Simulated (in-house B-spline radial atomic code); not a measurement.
How numerical settings move a run on Ge⁸⁺, [Ar] 3d6. Computed with an all-electron radial atomic-structure program (B-spline basis): non-relativistic CAM-B3LYP, spin-polarised, spherical fractional occupations, point nucleus.

Command:
```bash
python run_scf.py task.json out
```
Settings of the sound reference run:
```
Z                32
electrons        24
configuration    [Ar] 3d6
hamiltonian      nr
method           camb3lyp
spin_polarised   True
knot_spacing     0.22
spline_order     8
gauss_points     12
box_radius       6.9
max_iterations   70
damping          0.5
damped_steps     3
diis_vectors     10
tolerance        1e-08
start            Thomas-Fermi
```

Time taken, with all properties: 0.53 s on 1 thread of Arm Neoverse N1, with other jobs on the host.

It converges in 9 iterations to -2053.540594 hartree, with 3d down at -189.319 eV. The other runs change the listed settings, some to values that make no sense; their results aren't properties of the atom or ion. Radii are in bohr (the nuclear one in fm), a minus after a letter asks for a j subshell, and «unchanged» means within 1e-8 hartree. The run stops when the residual is below 10 × tolerance × max(1, Z/10), or a noise floor if that is larger, and the energy moves by less than 1e-8 × √|E| hartree; so very loose and very tight tolerances often act alike.

| changed settings | outcome |
| --- | --- |
| spline_order = 7 | converged in 9 iterations, energy -1.24e-08 hartree from the reference, 3d down level +8.6e-06 eV |
| spline_order = 5 | converged in 9 iterations, energy +2.37e-05 hartree from the reference, 3d down level -1.8e-05 eV |
| spline_order = 10 | converged in 9 iterations, energy -1.62e-07 hartree from the reference, 3d down level +6.3e-06 eV |
| damped_steps = 8 | converged in 13 iterations, energy unchanged, 3d down level +2.1e-06 eV |
| spline_order = 3, max_iterations = 60, start = bare nucleus | converged in 9 iterations, energy +4.93e-02 hartree from the reference, 3d down level -2.1e-02 eV |
| max_iterations = 2 | not converged after 2 iterations, last residual 7.4e-01, last energy +6.00e+00 hartree from the reference |
| max_iterations = 5 | not converged after 5 iterations, last residual 2.9e-02, last energy +1.05e-02 hartree from the reference |
| max_iterations = 12 | converged in 9 iterations, energy unchanged |
| damped_steps = 30 | converged in 21 iterations, energy unchanged, 3d down level -4.2e-06 eV |
| spline_order = 6 | converged in 9 iterations, energy +1.37e-06 hartree from the reference, 3d down level -2.7e-06 eV |
| box_radius = 1.38, max_iterations = 60, tolerance = 0.0001 | converged in 8 iterations, energy +2.19e+00 hartree from the reference, 3d down level +1.8e+01 eV (the program warns: 3d down reaches the box edge; 3s up reaches the box edge) |
| spline_order = 4 | converged in 9 iterations, energy +7.92e-04 hartree from the reference, 3d down level -5.4e-04 eV |
| max_iterations = 8 | not converged after 8 iterations, last residual 3.7e-06, last energy -4.00e-10 hartree from the reference |
| max_iterations = 3 | not converged after 3 iterations, last residual 2.2e-01, last energy +5.55e-01 hartree from the reference |

Question: What happens with damped_steps = 1?

Answer: Converged in 8 iterations, energy unchanged, 3d down level -2.8e-06 eV.

Question: What happens with knot_spacing = 1.4, box_radius = 3.45, max_iterations = 100, damping = 0.95?

Answer: Converged in 10 iterations, energy +9.52e+00 hartree from the reference, 3d down level -1.0e-01 eV (the program warns: 3d down reaches the box edge; 1s up reaches the box edge).

Question: What happens with damped_steps = 0?

Answer: Converged in 8 iterations, energy unchanged, 3d down level -3.7e-06 eV.

Question: What happens with electrons = 25, configuration = [Ar] 3d6 1f1, max_iterations = 50?

Answer: Stopped with error: there is no 1f shell.
